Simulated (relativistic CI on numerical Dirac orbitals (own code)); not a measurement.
# Ga I: calculation against measurement

Calculated at this level of theory: Dirac-Coulomb-Breit CI, orbitals from a KLI potential per configuration, a model potential for QED, valence Slater integrals scaled by 0.85, configuration energies shifted to the measured levels that pair with them (semi-empirical) (own radial code, finite nucleus).

CI space (outside the closed core [Ar] 3d10): 4s2 4p, 4s2 5s, 4s2 5p, 4s2 4d, 4s2 6s, 4s 4p2, 4s2 6p, 4s2 5d, 4s2 4f, 4s2 6d, 4s2 5f, 4s2 5g, 4s2 6f, 4p3, 4s 4p 4d. Levels of other configurations are missing.

| Configuration | Term (tabulated) | J | Measured (cm⁻¹) | Computed | Error | Purity (%) |
| --- | --- | --- | --- | --- | --- | --- |
| 4s2 4p | 2P° | 1/2 | 0.0 | 0 | 0 | 97 |
| 4s2 4p | 2P° | 3/2 | 826.2 | 692 | -134 | 97 |
| 4s2 5s | 2S | 1/2 | 24788.5 | 24789 | 0 | 100 |
| 4s2 5p | 2P° | 1/2 | 33044.1 | 33046 | 2 | 100 |
| 4s2 5p | 2P° | 3/2 | 33155.1 | 33153 | -2 | 100 |
| 4s2 4d | 2D | 3/2 | 34781.7 | 34783 | 1 | 93 |
| 4s2 4d | 2D | 5/2 | 34787.8 | 34786 | -1 | 93 |
| 4s2 6s | 2S | 1/2 | 37584.8 | 37585 | 0 | 100 |

Measured levels from NIST Handbook of Basic Atomic Spectroscopic Data (Sansonetti and Martin, J. Phys. Chem. Ref. Data 34, 1559 (2005)); pairs were made by configuration, J and term (by order where the table uses no LS term), so strongly mixed levels may be paired wrongly.

Mean error by configuration (cm⁻¹): 4s2 4p -134; 4s2 5s 0; 4s2 5p 0; 4s2 4d 0; 4s2 6s 0. Over the excited levels the mean absolute error is 20 cm⁻¹ (7 of the 7 excited levels that our extract of the source holds in range could be paired), and the median relative error of those above 1,000 cm⁻¹ is 0.0039 %, both after the shifts were fitted to these levels, so that a configuration with one level shows no error.

Transition probabilities of persistent lines. The last column rescales the computed rate by the cube of measured over computed energy:

```tsv
λ measured (Å)	Lower	Upper	A tabulated (s⁻¹)	A computed	A rescaled
2874.24 air	4s2 4p 2P°_1/2	4s2 4d 2D_3/2	1.17e+08	8.73e+07	8.73e+07
2943.64 air	4s2 4p 2P°_3/2	4s2 4d 2D_5/2	1.34e+08	1.06e+08	1.05e+08
2944.17 air	4s2 4p 2P°_3/2	4s2 4d 2D_3/2	2.61e+07	1.78e+07	1.76e+07
4032.98 air	4s2 4p 2P°_1/2	4s2 5s 2S_1/2	4.85e+07	5.81e+07	5.81e+07
4172.04 air	4s2 4p 2P°_3/2	4s2 5s 2S_1/2	9.45e+07	1.13e+08	1.11e+08
```

Configurations whose levels could be paired with our table of measured levels were shifted onto them, all but the ground configuration, by the median error of their levels; single terms can still be off by 1,000 to 2,000 cm⁻¹ or more, and rates follow the energies as ν³ (E1, M1) or ν⁵ (E2). The others borrow a shift and can be off by several thousand cm⁻¹ or more. The fine structure of a lone outer electron comes out too small, for d and f at times inverted, and misplaced configurations move strength between like terms. 7 of the 7 excited levels that our extract of the measured tables holds in this range could be paired (the sources list more); they are missed by 20 cm⁻¹ on average and 134 at most, after the shifts were fitted to these levels, and levels without a partner can miss by more.

Shifts applied (cm⁻¹): 4s2 4p 0; 4s2 5s -3733; 4s2 5p -3555; 4s2 4d -3163; 4s2 6s -4044.
